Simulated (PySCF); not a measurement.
Work out the structure from these simulated measurements.

Elements present: C, F, H and Si. Monoisotopic mass: 111.9956 u.

- XPS: Si2p3/2 109.9, C1s 291.3, C1s 291.7, F1s 693.2 (×3), Si1s 1850.3 eV [ΔSCF SCAN, pcX-2 on the ionised atom, pcseg-1 elsewhere, spin-free X2C, 2p3/2 from a spin–orbit splitting computed afterwards within the 2p shell]
- UV, first state: lowest singlet excitation: 7.10 eV (175 nm, f = 0.002) [TDDFT CAM-B3LYP/def2-SVPD]
- Rotational structure: rotational constants A, B, C: 3.906, 2.172, 2.131 GHz [PBE0-D3(BJ)/def2-SVP]
- Triplet: lowest triplet excitation (Tamm–Dancoff): 4.22 eV [TDA CAM-B3LYP/def2-SVPD]
- 13C NMR: chemical shifts (computed TMS as zero) by class: 153.6 (1 C), 128.3 (1 C) ppm [GIAO B3LYP/pcSseg-1]
- Dipole: 2.97 D [CAM-B3LYP/def2-SVPD]

Electronic properties: PySCF, gas phase, density fitting. Levels stand in brackets. The structure is a single PBE0-D3(BJ)/def2-SVP conformer in the gas phase; no vibrational or solvent corrections. NMR values are class means; diastereotopic atoms form classes of their own.

Task: Which formula fits the mass and the elements?

Result: C2H3F3Si (calculated 111.9956). No other formula that holds each of these elements comes within 0.0003 u with a fitting electron parity and a possible valence count.

Task: Propose a structure and show how it fits.

Result: 2 carbons fall into 2 classes; from least to most shielded: carbon bonded to C and 2 H (153.6 ppm), carbon bonded to C, Si and H (128.3 ppm). The core levels belong to: Si2p3/2 109.9 eV, silicon bonded to C and 3 F; C1s 291.3 eV, carbon bonded to C, Si and H; C1s 291.7 eV, carbon bonded to C and 2 H; F1s 693.2 eV, fluorine bonded to Si; Si1s 1850.3 eV, silicon bonded to C and 3 F. One atom of each topological class was ionised and stands for its class. The hole state at 291.7 eV has ⟨S²⟩ = 0.82 against 0.75, so that value is less sure. By its constants the optimised geometry is a nearly prolate symmetric top. Structure: Si(vinyl)F3 (`C=C[Si](F)(F)F`). The assignments are read from this structure; whether some other isomer fits the data as well wasn't checked.
